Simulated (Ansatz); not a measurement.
Compare A (`[SiH3][SnH2][SH]`) with its isomer B (`S[SiH2][SnH3]`).

Gas-phase electronic energies from Ansatz, PBE0-D4/def2-TZVP geometries. CBS: MP2 limit from def2 TZ/QZ plus the TZ coupled-cluster correction, frozen cores. Functionals use def2-TZVPP. B3LYP here is the variant with VWN-RPA as its local correlation; programs differ in this. Elements past krypton have def2 core potentials. For Sn outer-core shells are correlated without core-valence functions, which leaves a few kJ/mol of doubt a bond. One conformer a species, not always the lowest.

Problem. Which is lower in electronic energy at CCSD(T)/CBS, and by how much? (Best estimate.)

Solution. Ansatz gave: A, by 2.3 kcal/mol.

Problem. Give E(B) − E(A) in kcal/mol with HF/def2-TZVPP, ωB97M-V, B3LYP, CCSD/def2-TZVPP, BLYP-D4, PBE-D4, r2SCAN-D4. (Estimate.)

Solution. Ansatz gave: HF/def2-TZVPP 3.2, ωB97M-V 1.3, B3LYP 2.4, CCSD/def2-TZVPP 1.6, BLYP-D4 2.1, PBE-D4 1.1, r2SCAN-D4 1.2. None reverses the order clearly.

Problem. Does the order hold for the free energy at 298.15 K (harmonic terms from PBE0-D4)? (Estimate.)

Solution. Ansatz gave: Yes: G(B) − G(A) = +2.7 kcal/mol, for one conformer each. Modes under 60 cm⁻¹, often nearly free rotors, make the harmonic entropy too high.

Largest T1 diagnostic: 0.013.

Leaving LDA and LC-ωPBE aside and taking each functional with its dispersion term where it has one, the values, not all of them listed here, spread over 2.0 kcal/mol, from B97M-V to BHLYP-D4. LDA lies −1.6 kcal/mol from PBE without D4. In def2-TZVPP, CCSD(T) changes the Hartree–Fock value by −1.7 kcal/mol (the triples alone add −0.1 kcal/mol) and MP2 by −1.5 kcal/mol.
